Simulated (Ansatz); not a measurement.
CH$_{6}$NO$_{3}$V, SMILES `C[N]=[V]([OH])([OH])[OH]`, relaxed with RKS PBE-D4/def2-SVP in Ansatz from a rough embedded geometry. The force threshold is 0.03 eV/Å; the program also tests the step.

The species carries charge 0 and has multiplicity 1.

Start:

```xyz
12

C     1.782    0.204    0.895
N     0.945   -0.771    0.302
V    -0.676   -0.321   -0.484
O    -1.513   -2.053   -1.222
O    -1.862    0.490    0.831
O    -0.353    0.901   -2.003
H     2.674   -0.207    1.297
H     1.165    0.741    1.653
H     2.060    1.009    0.067
H    -2.415   -1.715   -1.406
H    -1.700   -0.020    1.642
H    -0.106    1.742   -1.572
```

Task: By how much does the energy fall, and how many steps does the optimiser take? (Estimate.)

Result: Computed: 2.76 eV, in 13 steps, 3 of them rejected.

Task: Which bonds change most? (Best estimate.)

Result: Ansatz gave: V3–O4 from 2.060 to 1.799 Å; N2–V3 from 1.857 to 1.627 Å; V3–O6 from 1.976 to 1.783 Å; V3–O5 from 1.948 to 1.783 Å.

Task: Give the relaxed structure. (An estimate is asked.)

Result: Computed: 
```xyz
12

C     1.837    0.152    0.893
N     0.561    0.075    0.284
V    -0.885   -0.097   -0.440
O    -0.923   -1.812   -0.982
O    -2.191    0.244    0.725
O    -1.003    1.027   -1.820
H     2.324   -0.850    0.938
H     1.769    0.539    1.937
H     2.517    0.832    0.330
H    -1.767   -2.013   -1.438
H    -2.002    0.345    1.675
H    -0.238    1.559   -2.102
```
